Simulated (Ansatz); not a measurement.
CH₇BFNSi (`NB([SiH3])CF`), relaxed with RKS PBE-D4/def2-SVP in Ansatz 0.2.0 from a rough embedded geometry. The force threshold is 0.03 eV/Å; the program also tests the step.

The species carries charge 0 and has multiplicity 1.

Start:

```xyz
12

N    -1.047   -0.999    0.948
B    -0.149   -0.176    0.103
Si    0.763    1.292    0.925
C     0.014   -0.399   -1.423
F    -0.677   -1.552   -1.862
H    -0.706   -2.052    0.875
H    -2.019   -1.026    0.523
H     1.532    2.048   -0.044
H     1.640    0.818    2.062
H    -0.230    2.245    1.529
H    -0.254    0.426   -2.014
H     1.132   -0.625   -1.621
```

```tsv
step	energy (eV)	largest force (eV/Å)	largest move (Å)
1	-13892.7849	3.055	0.000
2	-13893.1926	1.001	0.200
3	-13893.3967	0.962	0.195
4	-13893.6225	1.104	0.196
5	-13893.8771	1.467	0.200
6	-13894.1549	1.245	0.200
7	-13894.4261	0.751	0.200
8	-13894.5574	0.342	0.200
9	-13894.5660	0.230	0.096
10	-13894.5685	0.701	0.086
11 (rejected)	-13894.5639	0.833	0.153
12	-13894.5832	0.127	0.075
13	-13894.5857	0.184	0.092
14	-13894.5871	0.195	0.066
15	-13894.5883	0.117	0.053
16	-13894.5896	0.102	0.084
17	-13894.5906	0.089	0.036
18	-13894.5920	0.061	0.061
19	-13894.5926	0.046	0.082
20	-13894.5931	0.046	0.052
21	-13894.5934	0.023	0.007
```

End:

```xyz
12

N    -0.726   -1.297    0.721
B    -0.140   -0.239    0.024
Si    0.819    1.254    1.010
C    -0.264   -0.266   -1.559
F    -0.988   -1.384   -2.006
H    -0.722   -1.412    1.734
H    -1.213   -2.037    0.204
H     2.243    1.428    0.535
H     0.871    0.995    2.500
H     0.136    2.588    0.811
H    -0.763    0.656   -1.942
H     0.747   -0.286   -2.034
```

It took 26 s on 4 threads of an Arm Neoverse V2 on a shared host, with 0.19 GiB of host memory at the peak.
